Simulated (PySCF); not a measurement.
# ³³S chemical shifts

Method: coordinates at the GFN2-xTB level, shieldings: GIAO PBE0/pcSseg-1, in PySCF 2.14 (one conformer, in vacuum, averaged over atoms made equivalent by symmetry, fast rotation or ring inversion, no relativistic terms).

Shieldings were converted by a linear fit to measured shifts: ³³S: δ = 158.28 − 0.937σ (rms 33.3 ppm, 20 shifts vs sulfate, solution or neat liquid). A few per cent of atoms miss by over 2 rms, more outside the fitted compound classes.

(1) Give the ³³S shifts of `C[C@@H]([SiH](O)O)[S@](C)=O`, `CS(=O)(=O)COC[SiH3]`, `CC[C@@H]1CSSC[C@@H]1C`, `COC[S@](=O)CO[SiH3]`, `C[C@@H]([SiH](O)O)[S@@](C)=O`, `C[Si@@H](O)OC[S@](C)=O`, `C[Si@@H](O)OC[S@@](C)=O`.

(2) Order these by ³³S shift, lowest first.
A. CCOS(=O)(=O)C[SiH3]
B. CSc1ccc(C(=O)Cl)cc1F
C. COC(C)=S

## Answers

(1) 
```tsv
compound	environment	δ (ppm)
C[C@@H]([SiH](O)O)[S@](C)=O	sulfoxide sulfur	-27
CS(=O)(=O)COC[SiH3]	sulfone sulfur	-17
[CH3:1][CH2:2][C@@H:3]1[CH2:4][S:5][S:6][CH2:7][C@@H:8]1[CH3:9]	S5: disulfide sulfur	-249
[CH3:1][CH2:2][C@@H:3]1[CH2:4][S:5][S:6][CH2:7][C@@H:8]1[CH3:9]	S6: disulfide sulfur	-317
COC[S@](=O)CO[SiH3]	sulfoxide sulfur	7
C[C@@H]([SiH](O)O)[S@@](C)=O	sulfoxide sulfur	-5
C[Si@@H](O)OC[S@](C)=O	sulfoxide sulfur	-18
C[Si@@H](O)OC[S@@](C)=O	sulfoxide sulfur	-16
```

(2) B (-280 ppm, sulfide sulfur), A (-3 ppm, sulfonyl sulfur), C (91 ppm, thione sulfur).
